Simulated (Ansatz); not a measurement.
Low-lying states of MnH

Computed with Ansatz's Gaussian-basis code (development build). State-averaged CASSCF with equal weights; occupations are averaged over the states; levels count from the state that is lowest in CASSCF. The basis is small, far from the limit. No symmetry is imposed, so a solution can break that of the shape. Lower solutions, or ones in other orbitals, may exist. The average may hold one member of a degenerate pair alone.

Geometry: bond length 2.5965 Å. A bond is stretched, to 1.53 times the sum of the covalent radii.

Basis def2-SVP, nonrelativistic, 9 orbitals frozen in the corrections; active space CAS(8,7). Averaged: 2 septets.

CASSCF levels: septet 0.00, septet 2.30 eV.

(1) How does SC-NEVPT2 move them?

Answers

(1) septet 0.00, septet 2.15 eV, in the same order of listing. The lowest state stays.
